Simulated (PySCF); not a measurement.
Simulated characterisation data

Gas phase, one computed conformer, averaged over atoms made equivalent by symmetry, fast rotation or ring inversion, non-relativistic. PBE0/pcSseg-1 with gauge-including orbitals; geometry: GFN2-xTB; PySCF 2.14.

Shifts are taken against calculated references (same method and geometry level): ¹H (31.72 ppm) and ¹³C (186.93 ppm) vs TMS. Splittings of carbon signals by F and P are missing where no couplings were computed. Where no couplings were computed, multiplicities follow the n + 1 count of equivalent neighbours, and m marks all less simple cases (inequivalent or close neighbours, rings, F or P nearby). Shifts are as computed. Against solution values, carbons near 30 ppm lie about +3 ppm off and those near 130 ppm about +5 ppm. Of 1211 compounds with measured shifts, 218 miss one by over three times the rms of a fit or turn the order of signals round; such compounds aren't used in these exercises.

**1.** SMILES C1(C(F)F)=CC(=O)[SiH2]C1, C$_{5}$H$_{6}$F$_{2}$OSi. ¹H NMR (500 MHz, computed): δ 6.79 (m, 1H), 6.63 (m, 1H), 4.19 (m, 2H), 1.92 (m, 2H). ¹³C{¹H} NMR (computed): δ 236.0 (C), 175.4 (C), 146.6 (CH), 121.3 (CH), 11.2 (CH2).

**2.** SMILES C=C(C)/C=C\C(=C)C, C$_{8}$H$_{12}$. ¹H NMR (500 MHz, computed): δ 6.62 (s, 2H), 5.42 (d, 2H), 5.15 (d, 2H), 2.07 (s, 6H). ¹³C{¹H} NMR (computed): δ 153.8 (C), 140.5 (CH), 121.1 (CH2), 25.0 (CH3).

**3.** `[SiH2]1[C@@H]2[SiH2]C[C@@H](C)[C@@H]2[SiH2]O1`, C$_{5}$H$_{14}$OSi$_{3}$. ¹H NMR (500 MHz, computed): δ 5.22 (m, 1H), 5.18 (m, 1H), 5.07 (m, 1H), 5.01 (m, 1H), 4.46 (m, 1H), 4.26 (m, 1H), 1.45 (m, 1H), 1.36 (m, 1H), 1.19 (d, 3H), 1.16 (m, 1H), 1.10 (m, 1H), 0.65 (m, 1H). ¹³C{¹H} NMR (computed): δ 43.2, 41.3, 25.9, 24.1, 12.2.
